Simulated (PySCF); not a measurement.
PySCF job for (E)-1-chloro-3,3-difluoroprop-1-ene (C3H3ClF2), SMILES C(=C\Cl)/C(F)F, PBE0-D3(BJ)/def2-SVP. The structure is a stationary point at PBE0-D3(BJ)/def2-SVP. Other conformers were not sampled.

```python
import numpy as np
from pyscf import gto, scf, dft, df
from pyscf.hessian import thermo

mol = gto.M(
    atom='''
    F    -1.90671354   -1.50603741    0.59439812
    C    -1.33724194   -0.30230359    0.83601605
    F    -1.99656938    0.62590595    0.10907805
    C     0.11173162   -0.34454608    0.47600054
    C     0.65082379    0.51655382   -0.38349020
    Cl    2.31154281    0.50558908   -0.81740405
    H    -1.49409106   -0.06952367    1.90576592
    H     0.71115323   -1.11908060    0.96179393
    H     0.06437562    1.29654792   -0.87413493
    ''',
    basis='def2-SVP',
    charge=0,
    spin=0,
    max_memory=1600,
    verbose=3,
)
mf = dft.RKS(mol, xc='pbe0').density_fit(auxbasis='def2-universal-jkfit')
mf.disp = 'd3bj'
mf.grids.level = 3
mf.conv_tol = 1e-11
mf.max_cycle = 100
mf.kernel()

# [left out here: the lines that compute and print the analytic Hessian (its translational invariance restored by hand, since the grid's response is missing), thermochemistry and intensities]
```

It prints:

```
converged SCF energy = -775.125503959625

WARN: DFTD3 does not support analytical Hessian, using finite difference


WARN: Mole.unit (angstrom) is changed to Bohr

Mode                                 0                   1                   2
Irrep
Freq [cm^-1]                      101.0946            166.6106            183.1453
Reduced mass [au]                   3.4533              5.4684              6.0496
Force const [Dyne/A]                0.0208              0.0894              0.1196
Char temp [K]                     145.4527            239.7155            263.5053
Normal mode                   x     y     z       x     y     z       x     y     z
       0   F                 0.07 -0.01 -0.10   -0.08  0.02  0.01   -0.01 -0.00  0.02
       1   C                -0.01  0.01  0.03    0.02 -0.02  0.01    0.00 -0.00 -0.01
       2   F                -0.01  0.02  0.04    0.10  0.02 -0.02   -0.08  0.01  0.08
       3   C                 0.01  0.10  0.13    0.03 -0.08  0.04   -0.02  0.02 -0.10
       4   C                -0.03 -0.04 -0.04   -0.03 -0.14 -0.06   -0.01 -0.04 -0.16
       5  Cl                -0.02 -0.03 -0.01   -0.01  0.06  0.01    0.05  0.00  0.04
       6   H                -0.11 -0.07  0.03    0.02  0.00  0.00    0.11 -0.03  0.01
       7   H                 0.06  0.23  0.29    0.05  0.03  0.16    0.02  0.11 -0.01
       8   H                -0.07 -0.18 -0.21   -0.10 -0.26 -0.15    0.01 -0.10 -0.27
Mode                                 3                   4                   5
Irrep
Freq [cm^-1]                      322.0148            442.7031            543.9819
Reduced mass [au]                  10.5849              5.7100             10.3217
Force const [Dyne/A]                0.6467              0.6593              1.7996
Char temp [K]                     463.3076            636.9511            782.6688
Normal mode                   x     y     z       x     y     z       x     y     z
       0   F                 0.07 -0.00  0.01    0.12  0.02 -0.00    0.01 -0.14  0.05
       1   C                 0.06  0.00 -0.01   -0.01  0.07 -0.02   -0.09 -0.03 -0.02
       2   F                 0.09  0.03 -0.01   -0.06  0.06 -0.01    0.06  0.12 -0.00
       3   C                 0.00  0.00 -0.08   -0.03 -0.11 -0.01   -0.08  0.03  0.00
       4   C                -0.08  0.05 -0.07    0.01 -0.12  0.02   -0.01  0.01 -0.00
       5  Cl                -0.08 -0.03  0.06   -0.02  0.02  0.01    0.03  0.01 -0.01
       6   H                 0.08  0.01 -0.01   -0.02  0.10 -0.03   -0.16 -0.05 -0.03
       7   H                 0.07  0.01 -0.15   -0.17 -0.23 -0.04   -0.09  0.03  0.02
       8   H                -0.07  0.07 -0.05   -0.01 -0.08  0.12    0.03  0.02 -0.04
Mode                                 6                   7                   8
Irrep
Freq [cm^-1]                      682.3524            847.4451            887.2800
Reduced mass [au]                   4.0648              2.3637              4.3995
Force const [Dyne/A]                1.1151              1.0002              2.0407
Char temp [K]                     981.7531           1219.2849           1276.5984
Normal mode                   x     y     z       x     y     z       x     y     z
       0   F                 0.03  0.04 -0.03    0.03  0.04 -0.01   -0.00 -0.00 -0.00
       1   C                -0.06  0.02  0.14   -0.01  0.00  0.01   -0.01  0.02  0.00
       2   F                 0.06 -0.07 -0.01    0.03 -0.03  0.01    0.04 -0.04  0.02
       3   C                -0.10  0.02  0.00   -0.11 -0.08 -0.09   -0.08  0.07 -0.06
       4   C                -0.07 -0.03 -0.06   -0.04  0.07  0.10    0.19 -0.05  0.00
       5  Cl                 0.04  0.01 -0.01    0.02 -0.00 -0.01   -0.06  0.01  0.01
       6   H                -0.17  0.00  0.13    0.08  0.03  0.02    0.04 -0.03  0.03
       7   H                -0.14 -0.17 -0.25   -0.02  0.28  0.37   -0.24  0.04  0.09
       8   H                 0.04  0.15  0.09   -0.13 -0.24 -0.28    0.30 -0.03 -0.09
Mode                                 9                  10                  11
Irrep
Freq [cm^-1]                      967.1393            998.1885           1145.1999
Reduced mass [au]                   1.1099              2.7137              4.2917
Force const [Dyne/A]                0.6117              1.5931              3.3162
Char temp [K]                    1391.4982           1436.1710           1647.6877
Normal mode                   x     y     z       x     y     z       x     y     z
       0   F                 0.00  0.00  0.00    0.00  0.02  0.02   -0.05 -0.11 -0.04
       1   C                 0.01  0.00 -0.03    0.07 -0.01 -0.15    0.06  0.19  0.05
       2   F                 0.00 -0.01  0.01    0.03 -0.04  0.04    0.01 -0.02  0.01
       3   C                -0.03 -0.02 -0.02   -0.07  0.07  0.07    0.03 -0.01 -0.02
       4   C                -0.03 -0.05 -0.05   -0.07 -0.02  0.02   -0.01  0.03 -0.01
       5  Cl                 0.01  0.00 -0.00    0.02 -0.00 -0.00    0.00 -0.00  0.00
       6   H                 0.08 -0.00 -0.02    0.27 -0.03 -0.12    0.09  0.21  0.05
       7   H                 0.07  0.37  0.47   -0.40 -0.23 -0.02   -0.22 -0.09  0.16
       8   H                 0.14  0.45  0.55   -0.11 -0.03  0.04   -0.17 -0.05  0.05
Mode                                12                  13                  14
Irrep
Freq [cm^-1]                     1201.0080           1237.9204           1292.5249
Reduced mass [au]                   2.9850              1.3732              1.2468
Force const [Dyne/A]                2.5368              1.2398              1.2273
Char temp [K]                    1727.9831           1781.0918           1859.6555
Normal mode                   x     y     z       x     y     z       x     y     z
       0   F                 0.01  0.01  0.01    0.01  0.03  0.02   -0.00 -0.01 -0.01
       1   C                -0.12  0.08 -0.12   -0.05 -0.06  0.02   -0.01  0.02 -0.01
       2   F                 0.05 -0.06  0.08    0.00  0.00 -0.00    0.01 -0.01  0.00
       3   C                 0.05 -0.03 -0.00    0.06  0.01 -0.04   -0.06  0.07 -0.03
       4   C                -0.00  0.01 -0.01    0.05  0.05 -0.06    0.04 -0.06  0.04
       5  Cl                -0.00 -0.00  0.00   -0.00 -0.01  0.01    0.01 -0.00  0.00
       6   H                -0.43  0.20 -0.19   -0.23 -0.19  0.02    0.12  0.08 -0.01
       7   H                 0.16  0.02 -0.04   -0.41 -0.16  0.29    0.36  0.23 -0.31
       8   H                 0.02  0.03 -0.02   -0.50 -0.14  0.26   -0.52 -0.27  0.37
Mode                                15                  16                  17
Irrep
Freq [cm^-1]                     1393.8256           1413.2545           1742.0659
Reduced mass [au]                   1.2969              1.5958              7.0664
Force const [Dyne/A]                1.4845              1.8779             12.6351
Char temp [K]                    2005.4047           2033.3586           2506.4450
Normal mode                   x     y     z       x     y     z       x     y     z
       0   F                 0.01  0.00 -0.02   -0.01 -0.00 -0.01    0.00  0.00  0.00
       1   C                -0.09 -0.09  0.03    0.15 -0.07  0.02    0.03  0.01 -0.02
       2   F                 0.01  0.01  0.01   -0.02  0.01  0.01   -0.00 -0.00  0.00
       3   C                 0.02  0.00  0.02   -0.06  0.02 -0.01   -0.12 -0.11  0.13
       4   C                 0.02  0.02 -0.02    0.01 -0.01  0.01    0.10  0.10 -0.11
       5  Cl                -0.00 -0.00  0.00    0.00  0.00 -0.00   -0.00 -0.00  0.00
       6   H                 0.41  0.75 -0.07   -0.60  0.44 -0.21    0.05 -0.03 -0.01
       7   H                -0.09 -0.07  0.06   -0.06  0.04  0.00    0.18 -0.03 -0.03
       8   H                -0.01  0.02  0.01   -0.01 -0.02  0.01   -0.16  0.04  0.01
Mode                                18                  19                  20
Irrep
Freq [cm^-1]                     3070.7944           3223.9010           3241.9381
Reduced mass [au]                   1.0869              1.0931              1.0954
Force const [Dyne/A]                6.0387              6.6941              6.7834
Char temp [K]                    4418.1894           4638.4758           4664.4272
Normal mode                   x     y     z       x     y     z       x     y     z
       0   F                -0.00 -0.00  0.00    0.00  0.00 -0.00   -0.00 -0.00  0.00
       1   C                 0.01 -0.02 -0.08   -0.00 -0.00  0.00    0.00 -0.00  0.00
       2   F                -0.00  0.00  0.00   -0.00  0.00 -0.00    0.00  0.00 -0.00
       3   C                 0.00 -0.00  0.00    0.04 -0.06  0.04   -0.00  0.01 -0.01
       4   C                -0.00 -0.00  0.00    0.01 -0.00 -0.00    0.04 -0.06  0.04
       5  Cl                 0.00 -0.00 -0.00   -0.00 -0.00  0.00   -0.00  0.00 -0.00
       6   H                -0.14  0.20  0.92    0.01 -0.00 -0.02   -0.00  0.00  0.01
       7   H                -0.01  0.02 -0.01   -0.52  0.67 -0.42    0.04 -0.04  0.03
       8   H                 0.00 -0.00  0.00   -0.04  0.05 -0.03   -0.50  0.68 -0.43
temperature 298.1500 [K]
pressure 101325.00 [Pa]
Rotational constants [GHz] 8.43857 1.17616 1.07065
Symmetry number 1
Zero-point energy (ZPE) 0.05719 [Eh]   150157.588 [J/mol]
                           tot       elec      trans        rot        vib
Entropy [J/mol/K]       333.864      0.000    167.649    116.337     49.878
Cv [J/mol/K]             81.963      0.000     12.472     12.472     57.020
Cp [J/mol/K]             90.277      0.000     20.786     12.472     57.020
Internal energy [J/mol]                      3718.434   3718.434 158541.508
Internal energy [Eh]   -775.06229  -775.12550
Enthalpy [J/mol]                             6197.391   3718.434 158541.508
Enthalpy [Eh]          -775.06134
Gibbs free energy [J/mol]                  -43787.293 -30967.519 143670.489
Gibbs free energy [Eh] -775.09926
mode   freq/cm-1   IR/(km/mol)
   1      101.09         0.566
   2      166.61         1.167
   3      183.15         1.930
   4      322.01         0.693
   5      442.70         1.391
   6      543.98         9.249
   7      682.35        37.722
   8      847.45        22.515
   9      887.28        44.789
  10      967.14        47.998
  11      998.19        23.392
  12     1145.20       147.565
  13     1201.01       104.290
  14     1237.92        21.413
  15     1292.52         0.934
  16     1393.83        61.055
  17     1413.25        93.956
  18     1742.07        98.158
  19     3070.79        43.984
  20     3223.90         0.592
  21     3241.94         3.077
max |gradient| / (hartree/bohr): 0.00018758705054732624
APT charges: [-0.5702  1.2355 -0.5139 -0.2949  0.3654 -0.2998 -0.0776  0.0773  0.0782]
```

The run converged.
